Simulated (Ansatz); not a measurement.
Frontier orbitals of CH4OZn, SMILES `O[CH2][ZnH]`.

```xyz
7

O     0.2536    1.0009   -1.0983
C    -0.5449    0.2355   -0.1862
Zn    0.5374   -0.7295    1.1549
H     0.7296    0.3924   -1.6660
H    -1.2456   -0.4134   -0.7278
H    -1.1683    0.9656    0.3384
H     1.4382   -1.4516    2.1850
```

The species carries charge 0 and has multiplicity 1. For Zn the d shell is correlated and the shells below it are frozen. Scalar relativity is left out up to krypton. The structure was optimised at the PBE0-D4/def2-TZVP level. It is one conformer, not always the lowest. Basis def2-TZVPP, Ansatz.

```tsv
functional	HOMO (eV)	LUMO (eV)	gap (eV)
LDA (SPW92)	-5.38	-1.65	3.73
PBE	-5.21	-1.44	3.77
revPBE	-5.15	-1.35	3.80
PBE0	-6.49	-0.69	5.80
HSE06 (plane-wave form)	-6.09	-1.05	5.04
ωB97X-V	-8.84	1.02	9.86
ωB97M-V	-8.75	0.65	9.40
HF	-9.54	1.57	11.11
```

A quarter of exact exchange (PBE0) shifts PBE's HOMO by −1.28 eV and its LUMO by +0.75 eV; full exchange at long range (ωB97M-V) shifts them by −3.53 and +2.10 eV. The gap opens from 3.77 to 9.40 eV, since occupied levels lose self-interaction and empty ones feel all the electrons. A positive LUMO is unbound and depends on the basis.
